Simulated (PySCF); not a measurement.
M06-2X on In⁻ (indium, charge -1), [Kr] 4d10 5s2 5p2, high-spin 3P determinant. Computed with PySCF 2.14 in aug-cc-pwCVTZ-DK3, with the spin-free X2C one-electron Hamiltonian (Gaussian nucleus).

```
cycle= 1 E= -5881.25633830645  delta_E= -0.0108  |g|= 0.0343  |ddm|= 0.907
cycle= 2 E= -5881.25657326013  delta_E= -0.000235  |g|= 0.0314  |ddm|= 0.0997
cycle= 3 E= -5881.25671109589  delta_E= -0.000138  |g|= 0.00313  |ddm|= 0.0255
cycle= 4 E= -5881.25673114181  delta_E= -2e-05  |g|= 0.00125  |ddm|= 0.0202
cycle= 5 E= -5881.25673510128  delta_E= -3.96e-06  |g|= 0.000541  |ddm|= 0.016
cycle= 6 E= -5881.25673575082  delta_E= -6.5e-07  |g|= 0.000135  |ddm|= 0.00458
cycle= 7 E= -5881.25673579361  delta_E= -4.28e-08  |g|= 2.66e-05  |ddm|= 0.00184
cycle= 8 E= -5881.25673579782  delta_E= -4.22e-09  |g|= 5.91e-06  |ddm|= 0.000577
cycle= 9 E= -5881.25673579804  delta_E= -2.13e-10  |g|= 1.6e-06  |ddm|= 0.000146
converged SCF energy = -5881.25673579804  <S^2> = 2.0054633  2S+1 = 3.00364
```

Highest occupied orbital energy: 0.354 eV; ⟨L²⟩ = 2.01; populations by l: s 10.00, p 20.00, d 20.00, f 0.00.

Can this result be used?

With care. The calculation finished and met its thresholds. At M06-2X the highest occupied level has a positive energy, so only the finite basis holds that electron; in a semilocal or global hybrid functional this comes from self-interaction and does not mean that the real anion is unbound.
